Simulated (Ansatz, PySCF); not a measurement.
Dimer: HF (SMILES F) (first 2 atoms) with CH6Si (SMILES C[SiH3]); geometry from B3LYP-D3(BJ)/def2-TZVP.
(charge 0, multiplicity 1):
```xyz
10

F      0.46225     0.63421    -0.36073
H      0.76977     0.16003     0.38074
C     -1.20135     0.51992     2.65562
Si     0.29640    -0.53795     3.01896
H     -0.90476     1.52910     2.36631
H     -1.84173     0.59050     3.53665
H     -1.78828     0.09705     1.83901
H      1.17026    -0.63096     1.80878
H     -0.07818    -1.92563     3.37320
H      1.13239     0.03694     4.09694
```

Interaction energies are E(AB) − E(A) − E(B) at the monomers' geometry in the complex; basis-set methods are counterpoise corrected. Rows marked so take none.

Rows in STO-3G carry no dispersion term and start afresh at each structure.

Programs: Ansatz (Gaussian basis) for Hartree–Fock, density functionals and correlated methods; PySCF for STO-3G rows, the dispersion terms. 

Q: One of these levels gives -13.7 kJ/mol for the interaction energy. Name it.
A) HF/STO-3G (no counterpoise)
B) BLYP/def2-TZVPPD
C) r2SCAN-D3(BJ)/def2-TZVPPD
D) PBE-D3(BJ)/def2-TZVPPD

A: C, r2SCAN-D3(BJ)/def2-TZVPPD. The others give 9.9 (HF/STO-3G (no counterpoise)), -15.3 (PBE-D3(BJ)/def2-TZVPPD), -7.2 (BLYP/def2-TZVPPD)

Ansatz is an electronic-structure program.
